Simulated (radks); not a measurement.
The numbers below are computed, except where a source is named.
Correlation energies from several functionals, in hartree. Species: K15+ [He] 2s2; Mg2+ [Ne]. Level of theory: non-relativistic Kohn-Sham, exchange-only PBE, spin-polarised, spherical densities, point nucleus (a radial shooting solver on a logarithmic mesh with Libxc functionals). Every spin shell is full or empty, so the densities are truly spherical. Functionals are evaluated on that one density, not self-consistently.

functional       K15+      Mg2+
PW92         -0.40813  -0.81710
VWN5         -0.40995  -0.82128
Wigner       -0.21779  -0.52791
Chachiyo     -0.40320  -0.80176
PBE          -0.10908  -0.37308
PBEsol       -0.13699  -0.43940
P86          -0.20206  -0.41715
PW91         -0.13710  -0.41099
revTPSS      -0.11485  -0.38607
SCAN         -0.11546  -0.36449
r2SCAN       -0.11590  -0.36746
B95          -0.17751  -0.43413
Tao-Mo      -0.087528  -0.33693
